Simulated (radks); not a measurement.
Problem. The technetium ion Tc1.75+, configuration [Kr] 4d(up 4.25, down 0) 5s1 (fractional occupations, a model configuration). All-electron calculation, scalar-relativistic Kohn-Sham, PBE, spin-polarised, spherical densities, finite nucleus; open shells are filled with parallel spins first (spin-orbit coupling, left out, can overturn this in heavy ions); Fermi nuclear charge, rms radius 4.4112 fm. Program: a radial shooting solver on a logarithmic mesh with Libxc functionals. Some entries of the table are withheld. Estimate them.

| orbital | occ. | eigenvalue (eV) | <1/r> (bohr^-1) | r(max) (bohr) |
|---|---|---|---|---|
| 1s up | 1 | -20884.93 | 44.70 | 0.02228 |
| 1s down | 1 | -20884.91 | 44.70 | 0.02228 |
| 2s up | 1 | -2994.599 | 10.08 | 0.1262 |
| 2s down | 1 | -2994.001 | 10.09 | 0.1262 |
| 2p up | 3 | -2681.896 | 9.793 | 0.1008 |
| 2p down | 3 | -2681.445 | 9.794 | 0.1008 |
| 3s up | 1 | -535.7281 | 3.480 | 0.3723 |
| 3s down | 1 | -535.4000 | 3.480 | 0.3724 |
| 3p up | 3 | -433.1091 | 3.312 | 0.3656 |
| 3p down | 3 | -432.7386 | 3.312 | 0.3657 |
| 3d up | 5 | -267.1161 | 3.082 | 0.3114 |
| 3d down | 5 | -266.5506 | 3.082 | 0.3116 |
| 4s up | 1 | -91.4650 | 1.291 | 0.9503 |
| 4s down | 1 | -88.3819 | 1.302 | 0.9456 |
| 4p up | 3 | -63.3980 | 1.152 | (1) |
| 4p down | 3 | -60.0443 | 1.163 | (2) |
| 4d up | 4.25 | -23.9192 | 0.8402 | 1.253 |
| 4d down | 0 | -20.2681 | 0.8415 | 1.240 |
| 5s up | 1 | -18.5534 | 0.4675 | 2.463 |

Solution. 
(1) 4p up r(max) (bohr): 1.023
(2) 4p down r(max) (bohr): 1.017
